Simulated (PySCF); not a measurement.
Predicted microwave data (B3LYP/def2-SVPD in PySCF (dipole) on a GFN2-xTB geometry, gas phase) for one isomer of C2H5F3SSi:

* Rotational constants: A = 3129, B = 1053, C = 830.5 MHz
* Dipole components: |μa| = 2.67 D, |μb| = 0.24 D, |μc| = 0.10 D
* Inertial defect: -33.04 u·Å²
* κ: -0.81

Question: Which candidate fits, each taken in the one conformer that was computed?
A. `[CH3:1][S:2][CH2:3][Si:4]([F:5])([F:6])[F:7]` with C1–S2–C3–Si4 76°
B. `[CH3:1][S:2][Si@H:3]([F:4])[CH:5]([F:6])[F:7]` with C1–S2–Si3–F4 -49°, S2–Si3–C5–F6 180°
C. `[F:1][C:2]([F:3])([F:4])[CH2:5][S:6][SiH3:7]` with C2–C5–S6–Si7 -68°
D. `[CH3:1][CH2:2][S:3][Si:4]([F:5])([F:6])[F:7]` with C1–C2–S3–Si4 -70°

Answer: B. It is CS[Si@H](F)C(F)F, an asymmetric top, point group C1. The candidates at the same level (rigid rotor, commonest isotopes):

| SMILES | A (MHz) | B (MHz) | C (MHz) | μa (D) | μb (D) | μc (D) | Δ (u·Å²) | point group | rotor |
| --- | --- | --- | --- | --- | --- | --- | --- | --- | --- |
| FC(F)(F)CS[SiH3] | 3100 | 1135 | 997.3 | 1.15 | 0.11 | 1.43 | -101.64 | C1 | asymmetric top |
| CS[Si@H](F)C(F)F | 3129 | 1053 | 830.5 | 2.67 | 0.24 | 0.10 | -33.04 | C1 | asymmetric top |
| CSC[Si](F)(F)F | 3015 | 1055 | 992.0 | 2.00 | 0.33 | 1.77 | -136.97 | C1 | near-prolate asymmetric top |
| CCS[Si](F)(F)F | 2700 | 1266 | 1125 | 3.30 | 0.02 | 0.38 | -137.14 | C1 | asymmetric top |

`CCS[Si](F)(F)F` has C 35 % too high; `CSC[Si](F)(F)F` has C 19 % too high; `FC(F)(F)CS[SiH3]` has C 20 % too high. No structure here is proved a minimum.
